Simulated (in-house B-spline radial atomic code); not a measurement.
## Removing one electron from La LVI (La55+)

Closed shell 1s2. Computed with a B-spline radial code for spherical atoms: Koopmans values of Dirac-Hartree-Fock plus a diagonal self-energy, in second order or with its direct term screened (direct RPA, with the hole-particle interaction, or full time-dependent Hartree-Fock), linearised in energy; no-pair Dirac-Coulomb Hamiltonian, finite nucleus. Shifts add to the Koopmans value (the ΔSCF shift is orbital relaxation alone); the final value takes TDHF screening with Breit and QED.

Command:
```bash
python run_mb.py task.json out
```
Settings (nuclear radius in fm, box in bohr, cutoff in hartree):
```
basis_form          2
Z                   57
core_configuration  1s2
rms_radius          4.855
mass_number         139
speed_of_light      137.036
box_radius          2.375
lmax                7
intervals           56
virtual_cutoff      12996.0
```

Cost of the run: 0.3 s on 1 thread of Intel(R) Xeon(R) 6975P-C, on a shared host.

Energies in eV:

```
subshell  Koopmans  ΔSCF shift  second order  direct RPA  hole-particle  TDHF  Breit + QED  final
   1s1/2  45264.73      -1.774             ?           ?              ?     ?            ?      ?
```

Problem. What does the self-energy do to 1s1/2?

Solution. It shifts the removal energy by -0.555 eV in second order, -0.522 with direct RPA, -0.562 with the hole-particle term and -0.569 with TDHF screening (quasi-particle weight 1.000); Breit and QED add -120.853 eV. The final value is 45143.31 eV, against 45145 ± 0.04 eV (NIST, tabulated theory). Recoil and two-electron QED terms are left out.
